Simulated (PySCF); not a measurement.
An unknown is described by computed data only.

Formula: C6H3F3O3.

- Dipole: 2.49 D [PBE0/pcSseg-1]
- 13C NMR: chemical shifts (computed TMS as zero) by class: 166.0 (1 C), 165.6 (1 C), 162.9 (1 C), 126.1 (1 C), 123.8 (1 C), 26.7 (1 C) ppm [GIAO PBE0/pcSseg-1]
- Rotational structure: rotational constants A, B, C: 1.464, 0.800, 0.576 GHz [GFN2-xTB]
- NMR, other nuclei: isotropic shieldings of nuclei other than C and H, by class: -156 (1 O), -155 (1 O), 35 (1 O), 283 (2 F), 283 (1 F) ppm [GIAO PBE0/pcSseg-1]
- 1H NMR: chemical shifts (computed TMS as zero) by class: 2.12 (3 H) ppm [GIAO PBE0/pcSseg-1]

Electronic properties: PySCF, gas phase, density fitting. Levels stand in brackets. Geometry: GFN2-xTB, one conformer, isolated molecule. NMR values are class means; diastereotopic atoms form classes of their own.

Question: Propose a structure and show how it fits.

Answer: Numbering: `[CH3:1][C:2]([F:3])([F:4])[C:5]1=[C:6]([F:7])[C:8](=[O:9])[O:10][C:11]1=[O:12]`. Its formula, C6H3F3O3, gives 4 degrees of unsaturation: 1 ring and 3 π bonds in the structure found. 6 carbons fall into 6 classes; from least to most shielded: vinylic C–F carbon [C6] (166.0 ppm), anhydride carbonyl carbon [C11] (165.6 ppm), anhydride carbonyl carbon [C8] (162.9 ppm), fully substituted alkene carbon [C5] (126.1 ppm), CF2 carbon [C2] (123.8 ppm), methyl carbon [C1] (26.7 ppm). All hydrogens form one class (2.12 ppm): methyl hydrogen. The other shieldings belong to: -156 ppm, anhydride carbonyl oxygen [O9]; -155 ppm, anhydride carbonyl oxygen [O12]; 35 ppm, anhydride bridging oxygen [O10]; 283 ppm, fluorine of a CF2 group [F3/F4]; 283 ppm, vinyl fluorine [F7]. The optimised geometry has point group C1 and is an asymmetric top. Structure: `CC(F)(F)C1=C(F)C(=O)OC1=O`. The assignments are read from this structure; whether some other isomer fits the data as well wasn't checked.

The values belong to the conformer `[CH3:1][C:2]([F:3])([F:4])[C:5]1=[C:6]([F:7])[C:8](=[O:9])[O:10][C:11]1=[O:12]`: C1–C2–C5–C6 -127°.
